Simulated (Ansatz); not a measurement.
# Ligand exchange: Y(CH3)2F + C3H8OSn → Y(CH3)2(OH) + C3H7FSn

Species: Y(CH3)2F, singlet; C3H8OSn `C[CH](C)[Sn][OH]`, singlet; Y(CH3)2(OH), singlet; C3H7FSn `C[CH](C)[Sn][F]`, singlet. The partners trade F for OH: Y–F and Sn–OH bonds give way to Y–OH and Sn–F.

Shapes, held fixed at every level: PBE0-D4/def2-TZVP. Flexible molecules stand in one conformer, not always the lowest. Programs: Ansatz 0.2.0. Electronic energies: no zero-point or thermal term.

```csv
level,kind,ΔE (kJ/mol),less CCSD(T)/def2-TZVPP
PBE-D4/def2-TZVPP,GGA,+22.7,+7.3
r2SCAN-D4/def2-TZVPP,meta-GGA,+19.7,+4.3
BHLYP-D4/def2-TZVPP,global hybrid,+12.7,-2.7
MP2/def2-SVP,perturbation theory,+14.9,-0.5
MP2/def2-TZVPP,perturbation theory,+15.3,-0.1
CCSD(T)/def2-SVP,coupled cluster or CI,+15.5,+0.1
CCSD(T)/def2-TZVPP,coupled cluster or CI,+15.4,0.0
```

The highest level, CCSD(T)/def2-TZVPP, gives ΔE = +15.4 kJ/mol; the levels span +12.7 to +22.7. The column of differences is taken from that level and isn't an error. No measured value is set beside it here. For atoms past krypton def2 sets carry core potentials with scalar relativity. Outer-core shells of Sn, Y are correlated in most correlated rows, in sets that cover them unevenly.
